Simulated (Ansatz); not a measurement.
Species: C₂H₅N₃, SMILES `N=C=C(N)N` (N–C–N–H torsion 170°, N–C–N–H torsion 174°) (charge 0, multiplicity 1).

Question: Give a relaxed geometry from B3LYP-D3(BJ)/def2-TZVP (Ansatz, an electronic-structure program).

Answer: One answer among several that fit: the end point of this relaxation, one of several conformers (outside a Z-matrix the atoms follow the SMILES, hydrogens last).
Cartesian coordinates (Å) in one orientation:
```xyz
10

N      2.257    -0.293     0.480
C      1.075    -0.148     0.147
C     -0.224     0.027     0.031
N     -0.857     1.287     0.122
N     -1.129    -1.026    -0.255
H      2.900    -0.395    -0.312
H     -0.251     2.013     0.474
H     -1.290     1.568    -0.751
H     -0.663    -1.908    -0.419
H     -1.818    -1.126     0.484
```
